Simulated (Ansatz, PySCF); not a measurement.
C3H2BrF. Atoms are numbered in the order given.

```xyz
7

F     -3.1660     0.3731    -0.9460
C     -2.4152    -0.4396    -0.1923
C     -1.1239    -0.5915    -0.3626
C      0.1608    -0.7696    -0.4881
Br     1.4611     0.2840     0.4380
H     -2.9958    -0.9663     0.5731
H      0.6193    -1.5275    -1.1294
```

Coordinates come from a B3LYP-D3(BJ)/def2-SVP optimisation.

Vertical ionisation energy (IE) and electron affinity (EA) in eV. Rows of orbital energies are one-electron estimates. Where ΔSCF, EOM or ADC give a negative EA the extra electron is unbound and the value depends on the basis.

| level | IE | EA |
|---|---|---|
| −ε(HOMO), −ε(LUMO), r2SCAN/def2-TZVP (PySCF) | 6.86 | 1.98 |
| −ε(HOMO), −ε(LUMO), PBE/def2-TZVP (PySCF) | 6.61 | 2.13 |
| ΔSCF, PBE0/def2-SVPD (Ansatz), final states of multiplicity 2 and 2 | 9.95 | -0.43 |
| ΔSCF, PBE/def2-SVPD (Ansatz), final states of multiplicity 2 and 2 | 9.71 | -0.34 |

Problem. What vertical singlet–triplet gap does ΔSCF give with PBE0/def2-SVPD (Ansatz, a program for electronic structure) and with PBE/def2-SVPD (Ansatz)? (Estimate from the structure and the level; the computed values follow.)

Solution. 4.02 and 3.99 eV (triplet above singlet where positive).
